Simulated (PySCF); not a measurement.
Vertical excitations of a molecule C2H5NOSi from TDDFT-PBE0/def2-SVPD (PySCF), as energy in eV (oscillator strength): 7.22 (0.002), 7.39 (0.028), 7.44 (0.005), 7.51 (0.000), 7.54 (0.000), 8.11 (0.197), 8.28 (0.003), 8.58 (0.005), 8.60 (0.044), 8.72 (0.039). Lowest triplet (TDA): 6.55 eV. Geometry optimised at PBE0-D3(BJ)/def2-SVP. Other conformers were not sampled.

Problem. Pick the molecule that these values belong to.
A) N[Si@H]1C=CO1
B) C[SiH2]N=C=O
C) O=C/C=N/[SiH3]
D) C[Si@@H]1N=CO1

Solution. B, C[SiH2]N=C=O
